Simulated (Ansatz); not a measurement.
Cost and result up the ladder for In6Sb4Br6 (16 atoms). Charge 0, multiplicity 1. Geometry: PBE-D4/def2-SVP.

| atom | x (Å) | y (Å) | z (Å) |
| --- | --- | --- | --- |
| In1 | 1.029 | -2.256 | -2.439 |
| In2 | 1.379 | 0.649 | 0.007 |
| In3 | -0.115 | 2.952 | -3.273 |
| In4 | -1.407 | 0.120 | -2.433 |
| In5 | 2.223 | -2.973 | 1.881 |
| In6 | -1.673 | 0.769 | 1.722 |
| Sb7 | -3.129 | -1.651 | -0.855 |
| Sb8 | -0.503 | 2.409 | 3.635 |
| Sb9 | -0.560 | -1.576 | 0.402 |
| Sb10 | 1.916 | 1.950 | 2.529 |
| Br11 | 2.395 | 2.018 | -2.104 |
| Br12 | -1.372 | 2.602 | -0.570 |
| Br13 | 3.362 | -1.307 | -0.352 |
| Br14 | -4.253 | 0.188 | 1.211 |
| Br15 | -1.919 | -3.176 | -2.901 |
| Br16 | 2.627 | -0.717 | 3.540 |

Ansatz on 2 threads of AMD EPYC 7R13 on a shared host and a share (18 GiB) of an NVIDIA H100 80GB HBM3. Times are rough, and most runs start from the orbitals of an earlier one. No level here is sound enough to serve as a yardstick. Binding counts from free atoms at the same level (In doublet, Sb quartet, Br doublet; other spins of the atoms weren't run), without zero-point energy or a counterpoise term.

In the def2 sets In, Sb take a core potential; there is no spin–orbit coupling. Correlated methods freeze 94 core orbitals; core or outer-core shells of In, Sb, Br are correlated, in sets that lack core-valence functions. The rows differ in basis, and correlated rows in double-zeta sets carry the largest basis error. Single mean-field runs in def2-SVP, def2-TZVP are fitted with def2-universal-jkfit. Another isomer (singlet) lies 1.06 eV lower at PBE0-D4/def2-TZVP; other spin states weren't run for this one.

Run but left out: HF/def2-SVP (restricted singlet, unstable towards broken spin symmetry).

Correlated methods converge slowly with the basis, most of all in double-zeta sets.

```csv
level,functions,wall time,binding energy per atom (eV),remarks
PBE0-D4/def2-SVP,452,4.7 s,2.35,restricted SCF unstable in HF
PBE-D4/def2-SVP (with forces),452,6 s,2.47,–
r2SCAN-D4/def2-SVP,452,6 s,2.34,restricted SCF unstable in HF
PBE-D4/def2-TZVP,788,8.5 s,2.46,restricted SCF unstable in HF
PBE0-D4/def2-TZVP,788,12 s,2.36,restricted SCF unstable in HF
MP2/def2-SVP,452,13 s,2.14,restricted SCF unstable
RPA@PBE/def2-SVP,452,15 s,1.82,–
```
